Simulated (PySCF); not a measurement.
A geometry optimisation, step by step.

Species: C₃H₁₁AsSi.
Bonds: C1–C2, C2–C3, C3–Si4, Si4–As5. Hydrogens: H6, H7, H8 on C1; H9, H10 on C2; H11, H12 on C3; H13, H14 on Si4; H15, H16 on As5.

Method: PySCF, PBE0-D3(BJ)/def2-SVP geometry optimisation, gas phase; density fitting, grid level 1; the optimiser is geomeTRIC in internal coordinates, started from a GFN2-xTB structure with every atom displaced at random (about 0.01 Å). 5 of its 10 geometries are shown. The frame can shift and turn from step to step; on so coarse a grid that alone can change the energy by a few meV, and forces under 0.02 eV/Å are noise.

Step 0: E = -71982.9285 eV, largest atomic force 2.216 eV/Å
```
atom  x, y, z in Å  |  force x, y, z in eV/Å
C1     -1.742    0.582    0.153   -0.594   1.156   0.371
C2     -1.040   -0.229    1.192    0.522   0.142   0.319
C3     -0.148   -1.281    0.560    1.698   0.824   1.155
Si4     1.370   -0.543   -0.419   -2.150  -0.515  -0.140
As5     2.220    1.212    0.812    0.321   0.159   0.910
H6     -1.056    1.178   -0.455    0.272   0.044  -0.228
H7     -2.328   -0.037   -0.514   -0.343  -0.381  -0.435
H8     -2.429    1.315    0.619    0.021  -0.137  -0.113
H9     -0.432    0.445    1.848   -0.276  -0.326  -0.192
H10    -1.775   -0.711    1.851   -0.117  -0.056   0.134
H11     0.265   -1.912    1.374    0.075   0.011  -0.245
H12    -0.718   -1.931   -0.063   -0.656  -0.817  -0.941
H13     0.870   -0.194   -1.790    0.197   0.172   0.018
H14     2.314   -1.619   -0.576    0.935  -0.677  -0.072
H15     1.334    2.221    0.156   -0.493   0.350  -0.157
H16     3.275    1.502   -0.201    0.590   0.051  -0.385
```

Step 2: E = -71983.1579 eV, largest atomic force 0.137 eV/Å
```
atom  x, y, z in Å  |  force x, y, z in eV/Å
C1     -1.771    0.915    0.053   -0.004  -0.003  -0.005
C2     -1.098    0.058    1.115   -0.022   0.000   0.015
C3     -0.151   -0.999    0.548   -0.077  -0.069  -0.059
Si4     1.341   -0.333   -0.401    0.104   0.076   0.048
As5     2.322    1.416    0.889   -0.001  -0.045  -0.037
H6     -1.035    1.475   -0.547   -0.006   0.003   0.008
H7     -2.358    0.296   -0.645    0.006   0.005   0.001
H8     -2.455    1.650    0.505    0.001   0.002  -0.007
H9     -0.546    0.709    1.817    0.004  -0.010  -0.001
H10    -1.871   -0.440    1.725   -0.004   0.010  -0.001
H11     0.251   -1.629    1.360    0.005   0.012   0.015
H12    -0.703   -1.686   -0.123    0.033   0.023   0.033
H13     0.989    0.156   -1.770   -0.026  -0.033  -0.009
H14     2.368   -1.414   -0.545   -0.017   0.014  -0.008
H15     1.364    2.456    0.315   -0.006   0.009   0.015
H16     3.363    1.698   -0.189    0.010   0.005  -0.007
```

Step 4: E = -71983.1600 eV, largest atomic force 0.044 eV/Å
```
atom  x, y, z in Å  |  force x, y, z in eV/Å
C1     -1.770    0.914    0.050    0.003   0.010   0.006
C2     -1.108    0.055    1.117    0.004   0.000  -0.011
C3     -0.150   -0.998    0.557    0.025   0.015   0.033
Si4     1.341   -0.327   -0.396   -0.041   0.006  -0.012
As5     2.352    1.412    0.873    0.015  -0.006   0.003
H6     -1.028    1.482   -0.536   -0.001   0.001   0.002
H7     -2.343    0.297   -0.660    0.000  -0.004  -0.004
H8     -2.463    1.644    0.495   -0.002  -0.005   0.001
H9     -0.563    0.705    1.825    0.001  -0.003   0.001
H10    -1.885   -0.445    1.718   -0.004   0.001  -0.003
H11     0.252   -1.620    1.375   -0.004   0.008   0.002
H12    -0.691   -1.691   -0.113   -0.009  -0.020  -0.014
H13     0.959    0.142   -1.765    0.013   0.002   0.001
H14     2.364   -1.408   -0.554    0.009  -0.012   0.001
H15     1.379    2.462    0.347   -0.006   0.001   0.000
H16     3.363    1.704   -0.231   -0.004   0.005  -0.005
```

Step 7: E = -71983.1609 eV, largest atomic force 0.037 eV/Å
```
atom  x, y, z in Å  |  force x, y, z in eV/Å
C1     -1.759    0.918    0.053    0.000  -0.007  -0.005
C2     -1.109    0.058    1.126   -0.002   0.000   0.007
C3     -0.142   -0.995    0.583   -0.018   0.005  -0.024
Si4     1.332   -0.333   -0.402    0.018  -0.031  -0.009
As5     2.390    1.403    0.829    0.000   0.014   0.003
H6     -1.013    1.504   -0.509    0.001   0.000   0.000
H7     -2.306    0.300   -0.678    0.002   0.001   0.003
H8     -2.474    1.631    0.490   -0.002   0.001   0.000
H9     -0.575    0.707    1.843    0.001   0.002   0.000
H10    -1.895   -0.445    1.716    0.002   0.002   0.002
H11     0.270   -1.595    1.412    0.011  -0.002   0.000
H12    -0.677   -1.708   -0.072    0.003   0.006   0.018
H13     0.926    0.125   -1.768   -0.001   0.009   0.001
H14     2.347   -1.420   -0.574   -0.011   0.005   0.004
H15     1.370    2.447    0.384    0.001  -0.006  -0.002
H16     3.325    1.732   -0.330   -0.004   0.001  -0.001
```

Step 9: E = -71983.1610 eV, largest atomic force 0.021 eV/Å
```
atom  x, y, z in Å  |  force x, y, z in eV/Å
C1     -1.754    0.917    0.060   -0.003  -0.002   0.000
C2     -1.099    0.065    1.136    0.001   0.001   0.005
C3     -0.136   -0.992    0.595   -0.010  -0.008  -0.010
Si4     1.327   -0.342   -0.413    0.016   0.009   0.009
As5     2.399    1.401    0.800   -0.005  -0.004  -0.006
H6     -1.012    1.506   -0.503   -0.001  -0.002  -0.001
H7     -2.297    0.294   -0.669   -0.001  -0.001   0.002
H8     -2.475    1.627    0.494    0.001   0.001   0.000
H9     -0.562    0.719    1.846    0.001   0.003  -0.002
H10    -1.882   -0.433    1.733    0.003   0.000   0.003
H11     0.290   -1.580    1.427    0.000   0.000   0.003
H12    -0.678   -1.716   -0.041    0.003   0.004   0.003
H13     0.910    0.117   -1.775   -0.005  -0.004  -0.001
H14     2.334   -1.435   -0.590   -0.002   0.000  -0.002
H15     1.350    2.429    0.387    0.000   0.001  -0.002
H16     3.295    1.751   -0.383    0.002   0.000  -0.002
```

Q: Summarise the path.

A: The energy falls by 0.2325 eV from step 0 to step 9; nine tenths of that is first reached at step 1. It falls at every step. The largest force goes from 2.216 to 0.021 eV/Å. Among the bonds Si4–As5 changes most, from 2.306 to 2.379 Å; the atoms move by 0.118 Å rms after alignment.

What follows is the cost of the whole optimisation. Hardware: Arm Neoverse V2, one thread, shared host. Cost: 1.7 min of wall time, 0.59 GiB resident at most.
